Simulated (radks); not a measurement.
Values are calculated unless marked as measured or tabulated.
Ionisation of neutral antimony, [Kr] 4d10 5s2 5p3, to Sb+, [Kr] 4d10 5s2 5p2, under several functionals. Scalar-relativistic Kohn-Sham, spin-polarised, spherical densities, finite nucleus; open shells are filled with parallel spins first (spin-orbit coupling, left out, can overturn this in heavy ions); a radial shooting solver on a logarithmic mesh with Libxc functionals. The NIST Atomic Spectra Database gives 8.608 eV (measured). Rank these functionals by the error of their Delta-SCF ionisation energy: revPBE; exchange-only PBE; HCTH/407; RPBE; PBEsol; BP86; LDA (Slater exchange, Perdew-Wang correlation); PBE; r2SCAN.

Answer. From best to worst: exchange-only PBE 8.326 eV (-0.282); revPBE 8.942 eV (+0.334); RPBE 8.945 eV (+0.337); PBE 8.968 eV (+0.359); PBEsol 8.985 eV (+0.377); LDA (Slater exchange, Perdew-Wang correlation) 9.044 eV (+0.436); BP86 9.046 eV (+0.438); HCTH/407 9.133 eV (+0.524); r2SCAN 9.315 eV (+0.707). Open shells are spherical and high-spin; term and fine-structure splittings are not resolved. Spin-orbit splitting is averaged out at the scalar-relativistic level.
